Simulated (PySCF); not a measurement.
**Cu⁺: ionisation energy**

Cu⁺ [Ar] 3d10 (1S) → Cu²⁺ [Ar] 3d9 (2D), as a difference of total energies. Calculation: PySCF 2.14, in aug-cc-pwCVQZ-PP with ECP10MDF (9s9p8d5f4g3h, 180 functions); a scalar-relativistic core potential. The calculations carry no spin-orbit coupling.

```csv
method,ionisation energy (eV),difference from reference (eV)
UHF,17.116,-3.176
TPSS,20.422,+0.130
BLYP,20.687,+0.395
```

Reference: 20.292 eV (measured; NIST Atomic Spectra Database, ionization energies).

The reference lies between the lowest fine-structure levels, while these numbers refer to the centres of the terms.
